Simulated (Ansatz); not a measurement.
```yaml
crystal:
  periodic: [false, false, false]
  atoms:
    - {symbol: C, position_ang: [-1.489786, -0.930214, 1.775822]}
    - {symbol: C, position_ang: [-1.117715, -0.094603, 0.466032]}
    - {symbol: F, position_ang: [-2.042428, -0.002379, -0.292206]}
    - {symbol: O, position_ang: [-0.152874, -0.522505, -0.076991]}
    - {symbol: C, position_ang: [0.471442, 0.130540, -1.202210]}
    - {symbol: C, position_ang: [1.929032, 0.517550, -1.282867]}
    - {symbol: F, position_ang: [1.612296, 1.720998, 0.188409]}
    - {symbol: H, position_ang: [-1.975200, -0.133259, 2.278939]}
    - {symbol: H, position_ang: [-1.557495, -1.623055, 1.503392]}
    - {symbol: H, position_ang: [-0.341041, -0.742343, 1.998394]}
    - {symbol: H, position_ang: [-0.696011, 0.936956, 0.515663]}
    - {symbol: H, position_ang: [0.737972, -0.687952, -2.074983]}
    - {symbol: H, position_ang: [-0.078282, 0.391686, -1.666254]}
    - {symbol: H, position_ang: [2.379722, 0.899379, -1.952253]}
    - {symbol: H, position_ang: [2.540681, 0.177700, -0.613772]}
basis:
  gaussian: {orbitals: def2-TZVPP}
total_charge: 4
hamiltonian: {xc: {name: SPW92}, pseudopotentials: {relativity: scalar}}
output: {forces: true}
```

```sh
$ ansatz run in.yaml --threads 8 --pin off --events-out ev --progress --plain --max-ram 18278MiB
```

Shortened log:

```
Functional definition: SPW92
1655 factors; their error is unknown
mean field evaluation 1: about -11535.5246 eV, gradient 1.6e2 eV
mean field evaluation 2: about -11089.2467 eV, gradient 3.7e2 eV
mean field evaluation 4: about -11513.1276 eV, gradient 1.7e2 eV
mean field evaluation 8: about -11588.1435 eV, gradient 1.9e1 eV
mean field evaluation 16: about -11589.0234 eV, gradient 2.6e-5 eV
mean field -11589.02338253 eV, -425.8887539857 hartree, gradient 2.3e-5 eV, S^2 0.000000; 6 other end points of the search recorded, 0 dependent functions left out
reference -11589.02341647 eV, -425.8887552331 hartree; 27, 27 occupied and 302, 302 virtual orbitals, 1655 factors
Total energy: -11589.02341647 eV, -425.8887552331 hartree
Relativity: scalar
Atom 0 at    -1.489786    -0.930214     1.775822 Å, force     3.154728    32.158434    13.322771 eV/Å
Atom 1 at    -1.117715    -0.094603     0.466032 Å, force    -3.009465     0.791889     2.015407 eV/Å
Atom 2 at    -2.042428    -0.002379    -0.292206 Å, force    -7.023611     0.555107    -2.025330 eV/Å
Atom 3 at    -0.152874    -0.522505    -0.076991 Å, force    12.979249    -1.473896    -5.513795 eV/Å
Atom 4 at     0.471442     0.130540    -1.202210 Å, force    22.912627   -11.827563    17.545684 eV/Å
Atom 5 at     1.929032     0.517550    -1.282867 Å, force   -11.596098    -2.586813     9.260197 eV/Å
Atom 6 at     1.612296     1.720998     0.188409 Å, force     0.104316    -1.270678    -1.993269 eV/Å
Atom 7 at    -1.975200    -0.133259     2.278939 Å, force    -2.216538     0.083767     2.496121 eV/Å
Atom 8 at    -1.557495    -1.623055     1.503392 Å, force    -5.185729   -33.574100   -12.090112 eV/Å
Atom 9 at    -0.341041    -0.742343     1.998394 Å, force     1.078212     0.196469     0.665495 eV/Å
Atom 10 at    -0.696011     0.936956     0.515663 Å, force     0.237615     3.275548     2.626799 eV/Å
Atom 11 at     0.737972    -0.687952    -2.074983 Å, force     0.353034    -0.978118    -0.722208 eV/Å
Atom 12 at    -0.078282     0.391686    -1.666254 Å, force   -23.020234    11.433499   -19.388063 eV/Å
Atom 13 at     2.379722     0.899379    -1.952253 Å, force     6.045536     6.393824   -11.145042 eV/Å
Atom 14 at     2.540681     0.177700    -0.613772 Å, force     5.186358    -3.177368     4.945344 eV/Å
Dipole moment:     0.533951    -0.580774    -0.077948 e Å
```

Problem. Something in this input is off. What?

Solution. The charge is far from anything that the molecule holds. The calculation finished and met its thresholds. The result belongs to that input, not to the molecule as meant.
